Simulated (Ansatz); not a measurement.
CH6Ge (SMILES [CH3][GeH3]) moved off its minimum; all values from Ansatz (an electronic-structure program), cores frozen in correlated methods.
(charge 0, multiplicity 1)
```xyz
8

Ge    -0.3938     0.0479    -0.0190
C      1.5276    -0.1593     0.0377
H     -1.0147    -0.8610    -1.0788
H     -0.7424     1.4768    -0.3214
H     -1.0027    -0.3145     1.3721
H      1.7654    -1.1858     0.2492
H      2.0211     0.4501     0.7691
H      2.0301     0.0720    -0.9159
```

Problem. Give the forces (eV/Å), the total energy and the dipole at CCSD(T)/cc-pVTZ.

Solution. 
```tsv
atom	Fx	Fy	Fz
Ge1	-0.252	-0.324	0.597
C2	0.753	-0.063	-0.921
H3	-0.095	-0.190	-0.205
H4	-0.264	0.774	-0.196
H5	0.084	0.017	-0.216
H6	0.145	-0.589	0.209
H7	0.040	0.398	0.606
H8	-0.410	-0.023	0.125
```
Energy -2117.1361 hartree, dipole 0.69 D.
